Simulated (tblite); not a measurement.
Input of a run (GFN2-xTB geometry optimisation, gas phase (tblite 0.8.0)), started from a force field or distance geometry:
```
{"job": {"kind": "relax", "xc": "GFN2-xTB", "basis": "xTB"}, "charge": 0, "multiplicity": 2}
C      2.749800     0.803600    -0.113900
O      1.606300     0.428300     0.583700
Si     0.696300    -0.607200    -0.402200
Cl     0.311700    -2.377900     0.619400
O     -0.776000     0.230300    -0.833500
C     -1.725900     0.483000     0.160200
C     -2.819900    -0.217700     0.244300
H      3.513600     0.032300    -0.055500
H      3.095600     1.823700     0.133500
H      1.410800    -0.874300    -1.649200
H     -1.485200     1.279400     0.841900
H     -3.525200     0.018300     1.053900
H     -3.056100    -1.021200    -0.434000
```

Output (eV, eV/Å):
```
step      E/eV     max force
  0    -649.98738    2.457
  1    -650.22116    1.705
  2    -650.38585    1.824
  3    -650.46432    0.674
  4    -650.51493    0.562
  5    -650.54525    0.633
  6    -650.60138    0.793
  7    -650.65874    0.854
  8    -650.69958    0.795
  9    -650.73988    0.389
 10    -650.75283    0.388
 11    -650.76911    0.373
 12    -650.77986    0.270
 13    -650.78813    0.211
 14    -650.79423    0.249
 15    -650.80649    0.344
 16    -650.81713    0.381
 17    -650.82971    0.416
 18    -650.84435    0.358
 19    -650.86088    0.329
 20    -650.87453    0.315
 21    -650.88349    0.238
 22    -650.88944    0.216
 23    -650.89528    0.246
 24    -650.90131    0.200
 25    -650.90546    0.144
 26    -650.90757    0.249
 27    -650.90970    0.144
 28    -650.91148    0.114
 29    -650.91400    0.088
 30    -650.91494    0.084
 31    -650.91587    0.103
 32    -650.91684    0.103
 33    -650.91827    0.095
 34    -650.91978    0.096
 35    -650.92104    0.094
 36    -650.92200    0.083
 37    -650.92300    0.085
 38    -650.92426    0.101
 39    -650.92551    0.093
 40    -650.92636    0.091
 41    -650.92682    0.052
 42    -650.92721    0.060
 43    -650.92778    0.060
 44    -650.92830    0.044
 45    -650.92868    0.041
 46    -650.92889    0.042
 47    -650.92906    0.038
 48    -650.92927    0.038
 49    -650.92948    0.037
 50    -650.92964    0.028
 51    -650.92976    0.023
 52    -650.92987    0.025
 53    -650.93002    0.035
 54    -650.93018    0.035
 55    -650.93032    0.034
 56    -650.93042    0.028
 57    -650.93052    0.023
 58    -650.93064    0.031
 59    -650.93079    0.030
 60    -650.93095    0.047
 61    -650.93114    0.057
 62    -650.93139    0.056
 63    -650.93175    0.067
 64    -650.93221    0.070
 65    -650.93263    0.048
 66    -650.93290    0.038
 67    -650.93310    0.037
 68    -650.93333    0.039
 69    -650.93361    0.059
 70    -650.93408    0.079
 71    -650.93480    0.088
 72    -650.93615    0.111
 73    -650.93693    0.101
 74    -650.93837    0.087
 75    -650.93900    0.070
 76    -650.93240    0.562
 77    -650.93947    0.040
 78    -650.93961    0.033
 79    -650.93976    0.031
 80    -650.93981    0.035
 81    -650.93989    0.024
 82    -650.94012    0.028
 83    -650.94029    0.039
 84    -650.94048    0.050
 85    -650.94068    0.055
 86    -650.94102    0.057
 87    -650.94142    0.048
 88    -650.94182    0.079
 89    -650.94215    0.077
 90    -650.94252    0.076
 91    -650.94363    0.074
 92    -650.94503    0.101
 93    -650.94647    0.139
 94    -650.94732    0.103
 95    -650.94767    0.044
 96    -650.94782    0.030
 97    -650.94791    0.029
 98    -650.94806    0.038
 99    -650.94819    0.038
100    -650.94829    0.026
101    -650.94839    0.018
102    -650.94848    0.024
103    -650.94858    0.029
104    -650.94868    0.029
105    -650.94883    0.033
106    -650.94907    0.036
107    -650.94947    0.054
108    -650.95007    0.050
109    -650.95066    0.071
110    -650.95113    0.053
111    -650.95157    0.058
112    -650.95220    0.089
113    -650.95339    0.127
114    -650.95298    0.280
115    -650.95546    0.130
116    -650.95628    0.086
117    -650.95735    0.189
118    -650.95841    0.058
119    -650.95945    0.050
120    -650.96062    0.098
121    -650.96099    0.209
122    -650.96185    0.170
123    -650.96230    0.229
124    -650.96386    0.104
125    -650.96517    0.187
126    -650.96658    0.205
127    -650.96607    0.262
128    -650.96886    0.235
129    -650.97013    0.094
130    -650.97122    0.113
131    -650.97194    0.113
132    -650.97265    0.080
133    -650.97310    0.070
134    -650.97338    0.044
135    -650.97365    0.040
136    -650.97393    0.035
137    -650.97414    0.041
138    -650.97441    0.046
139    -650.97468    0.073
140    -650.97486    0.027
141    -650.97500    0.023
142    -650.97513    0.036
143    -650.97525    0.034
144    -650.97547    0.032
145    -650.97568    0.031
146    -650.97588    0.041
147    -650.97604    0.032
148    -650.97618    0.030
149    -650.97629    0.024
150    -650.97638    0.021
151    -650.97646    0.031
152    -650.97656    0.032
153    -650.97677    0.050
154    -650.97712    0.073
155    -650.97766    0.082
156    -650.97846    0.085
157    -650.97957    0.098
158    -650.98089    0.112
159    -650.98233    0.120
160    -650.98361    0.107
161    -650.98332    0.260
162    -650.98481    0.216
163    -650.98483    0.211
164    -650.98637    0.050
165    -650.98713    0.122
166    -650.98799    0.116
167    -650.98932    0.061
168    -650.98963    0.075
169    -650.98997    0.093
170    -650.99031    0.089
171    -650.99069    0.068
172    -650.99113    0.035
173    -650.99131    0.056
174    -650.99157    0.039
175    -650.99173    0.064
176    -650.99188    0.052
177    -650.99199    0.036
178    -650.99213    0.046
179    -650.99229    0.064
180    -650.99239    0.028
181    -650.99251    0.033
182    -650.99248    0.054
183    -650.99260    0.022
184    -650.99263    0.024
185    -650.99266    0.016
186    -650.99268    0.008
```

Summarise the run.

The energy falls by 1.005 eV over 186 L-BFGS steps, the largest force on an atom goes from 2.46 to 0.008 eV/Å, and the atoms move by 0.776 Å rms after alignment. The bond that changes most is Si3–O5 (ends: silicon bonded to Cl, 2 O and H; oxygen bonded to C and Si), which shortens by 0.137 Å. Bonds longer at the end by more than 0.005 Å: 2 of 12; shorter: 9. Among the angles that change most is C1–O2–Si3, from 108.3° to 135.6°. Among the dihedrals that turn most is O2–Si3–O5–C6, from -68° to 50°. The energy rose by more than 1e-5 eV at steps 76, 114, 127, 161 and 182. The first step brought 23 % of the lowering.

What are the final bond lengths?

C1–O2 1.338 Å, O2–Si3 1.627 Å, Si3–Cl4 1.997 Å, Si3–O5 1.611 Å, O5–C6 1.355 Å, C6=C7 1.320 Å, C1–H8 1.073 Å, C1–H9 1.072 Å, Si3–H10 1.455 Å, C6–H11 1.082 Å, C7–H12 1.073 Å, C7–H13 1.075 Å. Numbering counts from 1 in the input's order; the species is `[CH2]O[Si@@H](Cl)OC=C` [radical].

On Arm Neoverse V1, one thread, no GPU, shared host, this took 1.3 s wall.

Its GFN2-xTB frequencies are all real (lowest 40 cm⁻¹).

One conformer stands for the species.

The numbers are calculated, not measured.
